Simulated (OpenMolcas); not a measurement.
Er³⁺.

- Program: OpenMolcas 26.06
- Method: CASSCF
- Basis: ANO-RCC-VTZP [8s7p5d3f2g1h]
- Scalar Hamiltonian: DKH3, point nucleus
- Active space: 11 electrons in 7 orbitals (4f)
- State averaging: 2S+1 = 4 odd, 35 roots (30 in the spin-orbit step); 2S+1 = 2 odd, 112 roots (43 in the spin-orbit step)
- Spin-orbit coupling: state interaction with AMFI integrals over the reference wave functions, term energies averaged over their components

Levels without dynamic correlation, in cm⁻¹ above 4f¹¹ ⁴I°_15/2:

| Level | E |
| --- | --- |
| 4f¹¹ ²K°_15/2 | 33193 |
| 4f¹¹ ⁴S°_3/2 [70 %] | 23659 |
| 4f¹¹ ⁴G°_11/2 | 33303 |
| 4f¹¹ ²G°_7/2 [68 %] | 34056 |

On this reference, SS-CASPT2, IPEA 0.25 Eh, imaginary shift 0.1 Eh (closed shells correlated: 5s 5p) puts 4f¹¹ ²K°_15/2 at 30810 cm⁻¹.

**Question.** Estimate the other levels at that method by one scale factor, and say how well it serves.

**Answer.** The factor is 30810 / 33193 = 0.928. Scaled values beside those that SS-CASPT2 gives and measured ones (the list in Tchang-Brillet, Wyart, Meftah and Ait Mammar, Atoms 6, 52 (2018)):
```json
{"Level": "4f¹¹ ⁴S°_3/2 [70 %]", "Scaled": "21956", "SS-CASPT2": "19850", "Miss (%)": "+10.6", "Measured": ""}
{"Level": "4f¹¹ ⁴G°_11/2", "Scaled": "30905", "SS-CASPT2": "28850", "Miss (%)": "+7.1", "Measured": "26708"}
{"Level": "4f¹¹ ²G°_7/2 [68 %]", "Scaled": "31604", "SS-CASPT2": "30590", "Miss (%)": "+3.3", "Measured": ""}
```
For these levels the scaled values miss SS-CASPT2 by up to 10.6 %, as correlation changes each term by its own factor, spin-orbit parts do not scale and CASPT2 has its own spread within terms. This holds within one configuration; levels of others move differently, and the target method has errors of its own against measurement.

CASPT2 does not keep the components of a term degenerate, so their means are used; among the terms shown or strongly mixed into the levels shown the widest spread is 580 cm-1 (4f¹¹ ⁴I°, SS-CASPT2). High states are left out of the spin-orbit mixing, which shifts the levels that they would mix with. Without dynamic correlation excited terms often stand tens of per cent too high (terms of higher spin than the ground term too low), and those without a measured partner can miss by more than the paired ones (holds for CASSCF). Computed and measured levels are paired by configuration, term and J; levels that our copy of the source lacks, or whose pairing is in doubt (as where it misses far off the trend of its configuration), stay unpaired and out of the deviations. Only configurations of the active space appear.

A share in square brackets marks a mixed level and gives the weight of the term that names it, the lowest over the columns. ° marks odd parity.
